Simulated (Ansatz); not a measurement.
`F[CH](F)[SnH2][SH]` + `FC[SiH3]` → `[SiH3][SnH2][SH]` + `FCC(F)F`  (formal exchange of groups at the Sn–C bond)

Computed with Ansatz on PBE0-D4/def2-TZVP structures; ΔE is electronic, products minus reactants. CCSD(T)/CBS adds triple-zeta CCSD(T) − MP2 to the extrapolated MP2 energy (def2 sets, frozen cores). Functionals use def2-TZVPP. B3LYP here is the variant with VWN-RPA as its local correlation; programs differ in this. def2 core potentials past Kr. For Sn outer-core shells are correlated without core-valence functions, which leaves a few kJ/mol of doubt a bond. Each species was taken in one conformer, which may not be the lowest.

CCSD(T)/CBS gives -81.7 kJ/mol.

Problem. Another level gave -82.7 kJ/mol. Which?
A. PBE0/def2-TZVPP
B. B3LYP/def2-TZVPP
C. HF/def2-TZVPP
D. CCSD(T)/def2-TZVPP

Solution. D. CCSD(T)/def2-TZVPP -82.7, B3LYP -76.0, PBE0 -87.2, HF/def2-TZVPP -95.3 kJ/mol.

Largest T1 diagnostic among the species: 0.013.

In def2-TZVPP, CCSD(T) changes the Hartree–Fock value by +12.6 kJ/mol (the triples alone add +2.3 kJ/mol) and MP2 by +12.2 kJ/mol. From PBE to PBE0 (25 % exact exchange), in def2-TZVPP and without D4, ΔE moves by −10.1 kJ/mol.
